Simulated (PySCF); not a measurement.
Isomers of C3H15N2PSi2, mass 166.051 u with the commonest isotopes. Level of theory: PBE0/pcSseg-1 in PySCF (dipole) on a GFN2-xTB geometry, gas phase. One conformer each, none proved a minimum here; rigid rotors.

Question: Order these by radius of gyration √(Σ m r²/M), smallest first.
A. `[CH3:1][N:2]([CH3:3])[C@@H:4]([SiH3:5])[Si@@H:6]([NH2:7])[PH2:8]` with C1–N2–C4–Si5 73°, N2–C4–Si6–N7 28°, C4–Si6–N7–H 116° and -22°, C4–Si6–P8–H 75° and 167°
B. `[CH3:1][CH2:2][CH2:3][Si@:4]([NH2:5])([PH2:6])[NH:7][SiH3:8]` with C1–C2–C3–Si4 174°, C2–C3–Si4–N5 68°, C3–Si4–N5–H -73° and 63°, C3–Si4–P6–H 97° and -171°, C3–Si4–N7–Si8 51°
C. `[CH3:1][N:2]([CH3:3])[C@@H:4]([SiH3:5])[Si@H:6]([NH2:7])[PH2:8]` with C1–N2–C4–Si5 158°, N2–C4–Si6–N7 -73°, C4–Si6–N7–H -164° and -29°, C4–Si6–P8–H -72° and -165°
D. `[CH3:1][NH:2][Si@@:3]([SiH3:4])([PH2:5])[N:6]([CH3:7])[CH3:8]` with C1–N2–Si3–Si4 -63°, N2–Si3–P5–H -154° and -62°, N2–Si3–N6–C7 -155°

Answer: D (2.214 Å), C (2.285 Å), A (2.341 Å), B (2.419 Å).

Question: Order these by rotational constant C, smallest first.
A. `[CH3:1][N:2]([CH3:3])[C@@H:4]([SiH3:5])[Si@H:6]([NH2:7])[PH2:8]` with C1–N2–C4–Si5 158°, N2–C4–Si6–N7 -73°, C4–Si6–N7–H -164° and -29°, C4–Si6–P8–H -72° and -165°
B. `[CH3:1][CH2:2][CH2:3][Si@:4]([NH2:5])([PH2:6])[NH:7][SiH3:8]` with C1–C2–C3–Si4 174°, C2–C3–Si4–N5 68°, C3–Si4–N5–H -73° and 63°, C3–Si4–P6–H 97° and -171°, C3–Si4–N7–Si8 51°
C. `[CH3:1][NH:2][Si@@:3]([SiH3:4])([PH2:5])[N:6]([CH3:7])[CH3:8]` with C1–N2–Si3–Si4 -63°, N2–Si3–P5–H -154° and -62°, N2–Si3–N6–C7 -155°

Answer: B (613.8 MHz), A (691.4 MHz), C (813.3 MHz).

Question: Order these by rotational constant A, largest first.
A. `[CH3:1][N:2]([CH3:3])[C@@H:4]([SiH3:5])[Si@@H:6]([NH2:7])[PH2:8]` with C1–N2–C4–Si5 73°, N2–C4–Si6–N7 28°, C4–Si6–N7–H 116° and -22°, C4–Si6–P8–H 75° and 167°
B. `[CH3:1][N:2]([CH3:3])[C@@H:4]([SiH3:5])[Si@H:6]([NH2:7])[PH2:8]` with C1–N2–C4–Si5 158°, N2–C4–Si6–N7 -73°, C4–Si6–N7–H -164° and -29°, C4–Si6–P8–H -72° and -165°
C. `[CH3:1][NH:2][Si@@:3]([SiH3:4])([PH2:5])[N:6]([CH3:7])[CH3:8]` with C1–N2–Si3–Si4 -63°, N2–Si3–P5–H -154° and -62°, N2–Si3–N6–C7 -155°
D. `[CH3:1][CH2:2][CH2:3][Si@:4]([NH2:5])([PH2:6])[NH:7][SiH3:8]` with C1–C2–C3–Si4 174°, C2–C3–Si4–N5 68°, C3–Si4–N5–H -73° and 63°, C3–Si4–P6–H 97° and -171°, C3–Si4–N7–Si8 51°

Answer: A (1509 MHz), B (1430 MHz), D (1191 MHz), C (1071 MHz).

```
                        SMILES  point group  Ia (u·Å²)  Ib (u·Å²)  Ic (u·Å²)      κ  μa (D)  μb (D)  μc (D)
         CCC[Si@](N)(P)N[SiH3]           C1     424.45     695.68     823.38  -0.61    0.48    0.07    2.26
 CN(C)[C@@H]([SiH3])[Si@H](N)P           C1     353.30     649.18     730.96  -0.76    0.35    1.02    0.40
CN(C)[C@@H]([SiH3])[Si@@H](N)P           C1     335.02     652.97     831.60  -0.63    1.38    0.73    0.44
      CN[Si@@]([SiH3])(P)N(C)C           C1     471.85     535.12     621.37   0.02    0.19    0.45    0.70
```
